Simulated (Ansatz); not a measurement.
The same path of C₃H₆OSi (11 atoms, charge 0, multiplicity 1) was run twice with different band settings. Lost on the way: C4–H10. Made: O5–H10.

All numbers below come from RKS B3LYP-D4/def2-SVP (Ansatz 0.2.0).

Relaxed end points:

```xyz
11
Properties=species:S:1:pos:R:3
Si -1.865 0.594 -0.132
C -0.073 0.045 -0.036
C 0.715 -0.748 0.725
C 1.855 -0.356 -0.182
O 0.911 0.470 -0.932
H -1.957 2.076 0.004
H -2.458 0.192 -1.438
H -2.596 -0.066 0.986
H 0.588 -1.383 1.597
H 2.285 -1.143 -0.824
H 2.659 0.262 0.253
```

```xyz
11
Properties=species:S:1:pos:R:3
Si -1.748 0.513 -0.210
C -0.008 0.046 0.144
C 0.818 -0.703 0.953
C 1.970 -0.657 0.144
O 1.159 0.354 -0.783
H -1.971 1.991 -0.240
H -2.228 -0.010 -1.532
H -2.555 -0.092 0.889
H 0.634 -1.194 1.909
H 1.052 -0.082 -1.651
H 2.942 -0.220 0.398
```

Common settings: movable images 5; climbing image yes; spring 5.0 eV/Å²; optimiser quadratic models (default); start path through a guess of the saddle point; iteration limit 60; end points relaxed.

| run | force threshold |
| --- | --- |
| 1 | 0.03 eV/Å |
| 2 | 0.2 eV/Å |

What does each run give, and how far can it be trusted?

Run 1: converged after 11 iterations, highest image 3.026 eV above the first end. Neighbouring images differ by up to 1.4 eV, so the band resolves the path poorly. A vibrational analysis at the climbing image gives one clearly imaginary mode, 1062i cm⁻¹: a first-order saddle point.
Run 2: converged after 7 iterations, highest image 3.035 eV above the first end. The threshold of 0.2 eV/Å is loose, so the images may lie well off the minimum-energy path. Neighbouring images differ by up to 1.4 eV, so the band resolves the path poorly. The order of the stationary point at the top wasn't checked.
The orbitals stay closed-shell, which can raise the energy where a bond breaks towards radicals; this wasn't checked here.
